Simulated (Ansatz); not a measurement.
GeO3, SMILES [O]=[Ge]1[O][O]1.

The structure is a stationary point at PBE-D3(BJ)/def2-SVP.

Two levels are set side by side: PBE/def2-SVPD (Ansatz, an electronic-structure program) and PBE0/def2-SVPD (Ansatz). Energy differences of separate SCF runs at the same geometry; the states with an electron removed or added have multiplicity 2 and 2. Differences are taken from unrounded values.

```
quantity                            PBE0    PBE  PBE minus PBE0
---------------------------------  -----  -----  --------------
vertical ionisation energy (eV)    11.85  11.29           -0.56
vertical electron affinity (eV)     1.39   1.40            0.01
vertical singlet–triplet gap (eV)   1.83   1.94            0.12
```
